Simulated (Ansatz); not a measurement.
Reaction (hydrogen abstraction from a Ge–H bond): `[GeH3][SeH]` + F• → `[GeH2][SeH]`• + H–F

Isolated molecules relaxed with PBE0-D4/def2-TZVP in Ansatz; ΔE leaves out vibrations. CCSD(T)/CBS adds triple-zeta CCSD(T) − MP2 to the extrapolated MP2 energy (def2 sets, frozen cores). This one scheme is used for every species, atoms too. DFT in def2-TZVPP. No spin–orbit coupling; open shells (•) take unrestricted orbitals. Spin–orbit coupling would lower the free atoms: a little for F. For Ge, Se outer-core shells are correlated without core-valence functions, so the limit isn't a true one: a few kJ/mol of doubt a bond, and 10 to 20 or more in all where bonds break to atoms. Scalar relativity is left out up to krypton.

`[GeH3][SeH]`:

```xyz
6

Ge   -0.310   -0.488   -0.161
Se    1.511    1.006   -0.084
H    -1.548    0.206   -0.746
H     0.152   -1.626   -1.079
H    -0.623   -1.023    1.244
H     0.817    1.925    0.828
```

`[GeH2][SeH]`•:

Z-matrix (Å, degrees):
```
Ge
Se 1 2.351
H 1 1.550 2 109.3
H 1 1.547 2 104.7 3 -118.1
H 2 1.469 1 92.9 3 -46.6
```

H–F:

Z-matrix (Å, degrees):
```
F
H 1 0.920
```

| level | ΔE (eV) | difference from CCSD(T)/CBS |
| --- | --- | --- |
| BHLYP-D4 | -2.00 | 0.36 |
| B2PLYP | -2.34 | 0.02 |
| PBE | -2.63 | -0.27 |
| r2SCAN | -2.39 | -0.03 |
| r2SCANh | -2.32 | 0.04 |
| BHLYP | -2.01 | 0.35 |
| RPA@PBE/def2-TZVPP | -1.90 | 0.46 |
| CCSD/def2-SVP | -1.94 | 0.42 |
| HF/def2-TZVPP | -1.26 | 1.10 |
| MP2/CBS(def2) | -2.63 | -0.27 |
| CCSD(T)/CBS | -2.36 | 0 |

Largest T1 diagnostic among the species: 0.013.

From PBE to PBE0 (25 % exact exchange), in def2-TZVPP and without D4, ΔE moves by +0.29 eV. At CCSD(T), def2-SVP lies +0.39 eV from the extrapolated value and def2-TZVPP +0.13 eV. In def2-TZVPP, CCSD(T) changes the Hartree–Fock value by −0.97 eV (the triples alone add −0.08 eV) and MP2 by −1.24 eV.

CCSD(T)/CBS has its own doubt, a few kJ/mol and more with outer-core shells, so smaller differences from it don't rank the levels.
